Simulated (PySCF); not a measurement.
Scandium: a sound run and one with changed settings

Sound run: Sc [Ar] 3d1 4s2, Sc⁺ [Ar] 3d1 4s1. Calculation: PySCF 2.14, in x2c-SVPall (5s3p3d1f, 36 functions); the spin-free X2C one-electron Hamiltonian (Gaussian nucleus). In the sound run the correlated levels freeze [Ar]. The sound run starts from symmetry-adapted Hartree-Fock orbitals and uses a fine grid where one is needed.

Changed run: basis STO-3G, all-electron and non-relativistic. This setting is unsound on purpose.

| species | method | sound run (hartree) | changed run (hartree) | converged |
| --- | --- | --- | --- | --- |
| Sc | UHF | -763.16220 | -751.99361 | yes |
| Sc | M06-2X | -764.07859 | -752.81587 | yes |
| Sc | MN15 | -764.32046 | -751.41314 | yes |
| Sc | MP2 | -763.18592 | -752.02170 | yes |
| Sc⁺ | UHF | -762.96354 | -751.82319 | yes |
| Sc⁺ | M06-2X | -763.82549 | -752.57214 | yes |
| Sc⁺ | MN15 | -764.07156 | -751.16971 | yes |
| Sc⁺ | MP2 | -762.96520 | -751.82319 | yes |

Ionisation energy of Sc:

| method | sound run (eV) | changed run (eV) |
| --- | --- | --- |
| UHF | 5.406 | 4.637 |
| M06-2X | 6.887 | 6.632 |
| MN15 | 6.773 | 6.624 |
| MP2 | 6.006 | 5.402 |
| SCS-MP2 | 6.123 | 5.555 |

A minimal basis cannot let orbitals breathe on ionisation and holds almost no correlation. The Hamiltonian changed with the basis, so the totals do not compare.

For comparison, NIST gives 6.561 eV between the lowest levels.
